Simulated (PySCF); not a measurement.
## Assignment exercise: C₈H₇FO

Atom-mapped SMILES (the numbers label the heavy atoms): `[CH3:1][C:2](=[O:3])[c:4]1[cH:5][cH:6][c:7]([F:8])[cH:9][cH:10]1`; H(Xn) means a hydrogen on atom n.

[PySCF 2.14.0 with density-fitted response routines: PBE0/pcSseg-1 with gauge-including orbitals; coordinates at the GFN2-xTB level; non-relativistic Hamiltonian; equivalent nuclei averaged; isolated molecule; one conformer]

Shifts are taken against calculated references (same method and geometry level): 13C, 1H against TMS.

Problem. Assign these signals to the numbered atoms. 13C{1H} NMR (computed): δ 198.3 (C), 176.3 (C), 137.8 (CH), 136.5 (C), 121.1 (CH), 28.4 (CH3).

Solution. 
198.3 → C2, ketone carbonyl carbon: low-lying n→π* states of the double bond to the heteroatom give a large paramagnetic term (-256 ppm)
176.3 → C7, aromatic carbon bearing fluorine: an ipso carbon deshielded by its heteroatom
137.8 → C5/C10, aromatic CH: the aromatic region
136.5 → C4, substituted aromatic carbon
121.1 → C6/C9, aromatic CH
28.4 → C1, methyl carbon α to a carbonyl: α to the electron-withdrawing carbonyl group

C5/C10 and C4 lie closer than the usual error of such a calculation, so a measured spectrum could show them in the other order.

Problem. Assign these signals to the numbered atoms. 1H NMR (400 MHz, computed): δ 8.42 (m, 2H), 7.41 (m, 2H), 2.63 (s, 3H).

Solution. 
| δ (ppm) | atoms | environment | reason |
| --- | --- | --- | --- |
| 8.42 | H(C5)/H(C10) | hydrogen on an aromatic CH | ring current plus the deshielding of an ortho carbonyl group |
| 7.41 | H(C6)/H(C9) | hydrogen on an aromatic CH | – |
| 2.63 | H(C1) | hydrogen on a methyl carbon α to a carbonyl | α to C=O |

Splittings by 19F in the carbon and heteronuclear signals aren't shown, as no couplings were computed. Shifts are as computed. Against solution values, carbons near 30 ppm lie about +3 ppm off and those near 130 ppm about +5 ppm. Of 1211 compounds with measured shifts, 218 miss one by over three times the rms of a fit or turn the order of signals round; such compounds aren't used in these exercises. No couplings were computed; multiplicities are counted from neighbouring protons, with m where these are inequivalent, close in shift, in a saturated or five-membered ring or joined by F or P, and br s for small geminal =CH2 splittings.
